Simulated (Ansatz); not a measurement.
FH6NOSiSn (`[NH2][SnH]([OH])[SiH2]F`), charge 0, multiplicity 1.

(1) Give a relaxed structure at PBE0-D4/def2-TZVP (Ansatz 0.2.0). (Best estimate.)

Answers

(1) The calculation gave: 
```xyz
11

N    -1.7442   -1.0796   -0.0827
Sn   -0.0802   -0.1574   -0.7722
O    -0.7298    1.5958   -1.3955
Si    1.6467    0.4617    1.0384
F     0.8618    0.5065    2.4404
H    -1.9180   -0.9672    0.9071
H    -1.8044   -2.0637   -0.3069
H     0.4494   -1.0693   -2.1223
H    -1.6517    1.5449   -1.6627
H     2.2554    1.7929    0.8004
H     2.7150   -0.5646    1.1560
```
This is one stationary point; other conformers may exist.
